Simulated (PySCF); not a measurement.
Ga¹³⁺ (gallium, charge +13): Hartree-Fock from Schrödinger to Dirac-Coulomb-Breit

Occupied: 1s1/2, 2s1/2, 2p1/2, 2p3/2, 3s1/2, 3p1/2, 3p3/2. Hartree-Fock calculated with PySCF 2.14 in an even-tempered Gaussian basis (18 s from 0.44 bohr⁻², ratio 2.7; 13 p from 0.52 bohr⁻², ratio 2.7), Gaussian nucleus throughout. NR is non-relativistic, sf-X2C the spin-free one-electron X2C Hamiltonian, X2C adds the bare one-electron spin-orbit term, X2C-SNSO screens it by Boettger's factors, DC is four-component Dirac-Coulomb, and the Gaunt and Breit terms are added at first order (total energies over the DC spinors, levels after relaxing the spinors in that mean field). QED terms are absent. Levels marked empty are virtual spinors of this ion; the basis has s and p functions only, so 3d, which can lie below the n = 4 levels, is absent.

| Hamiltonian | E (hartree) |
| --- | --- |
| NR | -1848.4916 |
| sf-X2C | -1867.6980 |
| X2C | -1867.7752 |
| X2C-SNSO | -1867.7655 |
| DC | -1868.0704 |
| DC+Gaunt | -1867.1355 |
| DC+Breit | -1867.2210 |

```json
{"level (eV)": "1s1/2", "NR": "-10725.9", "sf-X2C": "-10858.5", "X2C": "-10858.3", "X2C-SNSO": "-10858.3", "DC": "-10863.9", "DC+Gaunt": "-10849.5", "DC+Breit": "-10850.4"}
{"level (eV)": "2s1/2", "NR": "-1733.4", "sf-X2C": "-1763.6", "X2C": "-1763.6", "X2C-SNSO": "-1763.6", "DC": "-1764.1", "DC+Gaunt": "-1763.0", "DC+Breit": "-1763.1"}
{"level (eV)": "2p1/2", "NR": "-1579.1", "sf-X2C": "-1585.3", "X2C": "-1605.8", "X2C-SNSO": "-1604.4", "DC": "-1604.5", "DC+Gaunt": "-1602.6", "DC+Breit": "-1602.8"}
{"level (eV)": "2p3/2", "NR": "-1579.1", "sf-X2C": "-1585.3", "X2C": "-1575.4", "X2C-SNSO": "-1576.0", "DC": "-1576.4", "DC+Gaunt": "-1575.1", "DC+Breit": "-1575.3"}
{"level (eV)": "3s1/2", "NR": "-527.91", "sf-X2C": "-534.53", "X2C": "-534.52", "X2C-SNSO": "-534.52", "DC": "-534.62", "DC+Gaunt": "-534.43", "DC+Breit": "-534.44"}
{"level (eV)": "3p1/2", "NR": "-471.16", "sf-X2C": "-472.87", "X2C": "-476.69", "X2C-SNSO": "-476.44", "DC": "-476.44", "DC+Gaunt": "-476.10", "DC+Breit": "-476.15"}
{"level (eV)": "3p3/2", "NR": "-471.16", "sf-X2C": "-472.87", "X2C": "-471.03", "X2C-SNSO": "-471.14", "DC": "-471.21", "DC+Gaunt": "-470.98", "DC+Breit": "-471.03"}
{"level (eV)": "4s1/2 (empty)", "NR": "-216.79", "sf-X2C": "-218.76", "X2C": "-218.76", "X2C-SNSO": "-218.76", "DC": "-218.78", "DC+Gaunt": "-218.73", "DC+Breit": "-218.73"}
{"level (eV)": "4p1/2 (empty)", "NR": "-199.48", "sf-X2C": "-200.09", "X2C": "-201.12", "X2C-SNSO": "-201.05", "DC": "-201.05", "DC+Gaunt": "-200.96", "DC+Breit": "-200.97"}
{"level (eV)": "4p3/2 (empty)", "NR": "-199.48", "sf-X2C": "-200.09", "X2C": "-199.59", "X2C-SNSO": "-199.62", "DC": "-199.64", "DC+Gaunt": "-199.57", "DC+Breit": "-199.59"}
```

Q: How large are the two-electron picture-change error of X2C and the Breit correction in the total energy?

A: X2C-1e lies 0.2952 hartree above Dirac-Coulomb; Gaunt adds 0.9350 and the full Breit term 0.8495 hartree.

```csv
interval (eV),X2C,X2C-SNSO,DC,DC+Gaunt,DC+Breit
2p3/2 − 2p1/2,30.38,28.39,28.07,27.48,27.48
3p3/2 − 3p1/2,5.666,5.294,5.233,5.121,5.121
4p3/2 − 4p1/2,1.532,1.431,1.416,1.385,1.385
```

Weight of the small component: 1s1/2 0.0125, 2s1/2 0.00246, 2p1/2 0.00242, 2p3/2 0.00238, 3s1/2 0.000706, 3p1/2 0.000667, 3p3/2 0.000658, 4s1/2 0.000260, 4p1/2 0.000243, 4p3/2 0.000240.

Koopmans' value for the highest occupied level at DC+Breit: 471.03 eV, against an ionisation energy of 471.2 ± 1.4 eV (semi-empirical (NIST evaluation); NIST Atomic Spectra Database, ionization energies); the former lacks relaxation, correlation, QED and recoil.

The whole ladder took 70 s of wall time on 1 thread of Neoverse-V2 (shared host), launched as `OMP_NUM_THREADS=1 python relrun2.py TASK.json OUT` (a driver that calls PySCF for each Hamiltonian).

Dirac-Coulomb iterations, started from the X2C spinors:

```
with_ssss True, with_gaunt False, with_breit False
light speed = 137.03599967994
init E= -1866.48669318042
cycle= 1 E= -1868.07037394586  delta_E= -1.58  |g|= 0.26  |ddm|= 0.0327
cycle= 2 E= -1868.07042419969  delta_E= -5.03e-05  |g|= 0.00629  |ddm|= 0.00539
cycle= 3 E= -1868.07042466057  delta_E= -4.61e-07  |g|= 0.000638  |ddm|= 0.000801
cycle= 4 E= -1868.07042466595  delta_E= -5.38e-09  |g|= 4.22e-06  |ddm|= 7.84e-05
```
